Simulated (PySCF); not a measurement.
CHBrClF, SMILES [C@H](F)(Br)Cl. The structure is a stationary point at B3LYP-D3(BJ)/def2-SVP.

Computed with B3LYP-D3(BJ)/def2-SVP (PySCF).

Harmonic wavenumbers (cm⁻¹): 220, 309, 424, 648, 761, 1141, 1207, 1331, 3146. Rotational constants (GHz): 6.384, 1.956, 1.545; symmetry number 1.

Q: Work out the zero-point energy and the ideal-gas rigid-rotor harmonic-oscillator thermochemistry at 298.15 K and 1 atm.

A: ZPE = ½ Σ hcν = ½ × 9186 cm⁻¹ = 54.94 kJ/mol. H − E(el) = 68.80 kJ/mol. Entropy in J/(mol K): translation 171.02, rotation 113.86, vibration 20.67, total 305.54. G − E(el) = -22.30 kJ/mol. Cp = 63.04 J/(mol K).
